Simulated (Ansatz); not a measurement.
BH$_{7}$O$_{2}$Si$_{2}$ at its PBE0-D4/def2-TZVP geometry, where that method's forces vanish. The species carries charge 0 and has multiplicity 1. The bonds changed during the relaxation, so this is another structure than the one it started from.

```xyz
12

B    -0.0946   -0.7630    1.0302
Si    1.4751   -1.0043    0.0280
O     1.6745   -0.3329   -1.4289
Si   -1.1207    0.8269    0.4411
O    -0.4709    1.3011   -1.0503
H    -0.3091   -1.7242    0.2121
H    -0.1326   -1.1905    2.1462
H     2.4647   -2.1130    0.0874
H     1.0160    0.3804   -1.5682
H    -1.0002    1.9813    1.3811
H    -2.5857    0.6231    0.2297
H    -0.9166    2.0152   -1.5083
```

Question: What forces (eV/Å) does r2SCAN-D4/def2-TZVPP give on these atoms in Ansatz 0.2.0? (An estimate is asked.)

Answer: The calculation gave: 
```
B1  -0.041 -0.002  0.047
Si2  0.004 -0.060  0.091
O3   0.023  0.034 -0.105
Si4 -0.022 -0.008  0.039
O5   0.031 -0.013 -0.023
H6   0.025  0.019  0.016
H7  -0.007  0.007 -0.037
H8  -0.005  0.004 -0.008
H9   0.001  0.007 -0.007
H10 -0.007 -0.021 -0.003
H11  0.015  0.006  0.008
H12 -0.018  0.025 -0.019
```
